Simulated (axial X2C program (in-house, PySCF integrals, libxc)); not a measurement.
Potential curves of BeMg, with spin–orbit coupling

Computed with an in-house all-electron X2C program for linear molecules (integrals from PySCF). Two-component (2c) means X2C with spin–orbit coupling and atomic mean-field two-electron Coulomb and Gaunt terms. Basis: Mg dyall-cv3z [9s8p6d3f], Be dyall-cv3z [8s8p3d1f] (cores contracted in-house); Gaussian nuclei, density fitting, unrestricted open shells. Masses: Mg 23.985 u, Be 9.012 u.

State: Ω = 0 (closed shell). Energies in eV from the fragments at the same level (Mg + Be). Fits are polynomials in 1 − R0/R over 0.85 to 1.23 times the lowest point R0.

```json
{"R (Å)": "2.6700", "PBE0": "-0.0915", "PBE": "-0.1911"}
{"R (Å)": "2.7928", "PBE0": "-0.1411", "PBE": "-0.2308"}
{"R (Å)": "2.8849", "PBE0": "-0.1610", "PBE": "-0.2435"}
{"R (Å)": "2.9769", "PBE0": "-0.1703", "PBE": "-0.2458"}
{"R (Å)": "3.0690", "PBE0": "-0.1720", "PBE": "-0.2408"}
{"R (Å)": "3.1764", "PBE0": "-0.1674", "PBE": "-0.2288"}
{"R (Å)": "3.2838", "PBE0": "-0.1582", "PBE": "-0.2125"}
{"R (Å)": "3.4219", "PBE0": "-0.1426", "PBE": "-0.1887"}
{"R (Å)": "3.5907", "PBE0": "-0.1214", "PBE": "-0.1587"}
{"R (Å)": "3.8362", "PBE0": "-0.0916", "PBE": "-0.1184"}
```

The state is one determinant whose occupation by symmetry is held fixed; it was picked as the lowest of a PBE0 search that is not exhaustive. De is counted from the lowest determinant-based energies of the atoms at the same level, without counterpoise correction. The bond is weak and the correlated curve of this state has no minimum in the scanned range, so this well may be an artefact of the functional.

Task: What are Re, ωe and De at the PBE0 level?

Result: At PBE0, 2c: Re = 3.048 Å, ωe ≈ 168 cm⁻¹, De = 0.17 eV to Mg + Be; Be follows as 0.277 cm⁻¹.

Task: Fit the PBE curve near its minimum: give the equilibrium distance, the harmonic wavenumber and the well depth.

Result: At PBE, 2c: Re = 2.955 Å, ωe ≈ 197 cm⁻¹, De = 0.25 eV to Mg + Be; Be follows as 0.295 cm⁻¹.
